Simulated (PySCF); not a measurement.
**`C[C@H](C#N)C1CC(=O)C1`, C7H9NO**

Molfile (atoms numbered from 1):
```
C7H9NO
     RDKit          3D

 18 18  0  0  0  0  0  0  0  0999 V2000
   -1.9966    0.8267   -0.3280 C   0  0  0  0  0  0  0  0  0  0  0  0
   -1.0283   -0.3054    0.0302 C   0  0  2  0  0  0  0  0  0  0  0  0
   -1.5338   -1.0238    1.1793 C   0  0  0  0  0  0  0  0  0  0  0  0
   -1.9311   -1.5797    2.0953 N   0  0  0  0  0  0  0  0  0  0  0  0
    0.3732    0.2251    0.3464 C   0  0  0  0  0  0  0  0  0  0  0  0
    1.4442   -0.8525    0.6232 C   0  0  0  0  0  0  0  0  0  0  0  0
    2.2442   -0.3123   -0.5430 C   0  0  0  0  0  0  0  0  0  0  0  0
    3.3078   -0.5804   -1.0155 O   0  0  0  0  0  0  0  0  0  0  0  0
    1.1806    0.7156   -0.8749 C   0  0  0  0  0  0  0  0  0  0  0  0
   -1.6233    1.3783   -1.1872 H   0  0  0  0  0  0  0  0  0  0  0  0
   -2.9783    0.4260   -0.5696 H   0  0  0  0  0  0  0  0  0  0  0  0
   -2.1026    1.5145    0.5083 H   0  0  0  0  0  0  0  0  0  0  0  0
   -0.9658   -1.0153   -0.8049 H   0  0  0  0  0  0  0  0  0  0  0  0
    0.3065    0.9698    1.1417 H   0  0  0  0  0  0  0  0  0  0  0  0
    1.9503   -0.7890    1.5848 H   0  0  0  0  0  0  0  0  0  0  0  0
    1.1111   -1.8810    0.4858 H   0  0  0  0  0  0  0  0  0  0  0  0
    1.5237    1.7479   -0.8418 H   0  0  0  0  0  0  0  0  0  0  0  0
    0.7094    0.5418   -1.8417 H   0  0  0  0  0  0  0  0  0  0  0  0
  1  2  1  0
  2  3  1  0
  3  4  3  0
  2  5  1  0
  5  6  1  0
  6  7  1  0
  7  8  2  0
  7  9  1  0
  9  5  1  0
  1 10  1  0
  1 11  1  0
  1 12  1  0
  2 13  1  6
  5 14  1  0
  6 15  1  0
  6 16  1  0
  9 17  1  0
  9 18  1  0
M  END
```

The calculation used GIAO BHandHLYP/pcSseg-1 magnetisability, rotational g tensor and spin-rotation constants, non-relativistic, gas phase (PySCF 2.14.0). Geometry: GFN2-xTB.

Problem. What are the magnetisability and the molar susceptibility?

Solution. Isotropic -1241 × 10⁻³⁰ J/T², or -74.8 × 10⁻⁶ cm³/mol; principal values -1343, -1236, -1146 × 10⁻³⁰ J/T², anisotropy 171 × 10⁻³⁰ J/T² (root of half the summed squared differences of the principal values). The susceptibility is in cgs units.

Problem. Split it along the inertial axes a, b, c into diamagnetic and paramagnetic parts about the centre of mass, with the quadrupole moment.

Solution. 
| axis | χ (10⁻⁶ cm³/mol) | diamagnetic (10⁻⁶ cm³/mol) | paramagnetic (10⁻⁶ cm³/mol) | summed x² of all electrons (Å²) | quadrupole Θ (D Å) |
| --- | --- | --- | --- | --- | --- |
| a | -71.2 | -485.3 | 414.1 | 271.7 | -24.51 |
| b | -79.2 | -1252.8 | 1173.6 | 90.8 | +8.91 |
| c | -73.9 | -1537.7 | 1463.9 | 23.6 | +15.60 |

Anisotropies 2χaa − χbb − χcc = +10.6 and 2χbb − χaa − χcc = -13.3 × 10⁻⁶ cm³/mol. Θ is traceless in Buckingham's convention.

Problem. And the rotational g tensor?

Solution. 
```tsv
axis	rotational constant (GHz)	g	nuclear part	electronic part
a	3.3650	-0.0361	0.6185	-0.6546
b	0.9941	-0.0161	0.5320	-0.5481
c	0.8093	-0.0167	0.5399	-0.5566
```
Asymmetric top; isotopes 12C, 1H, 14N, 16O; no vibrational averaging.
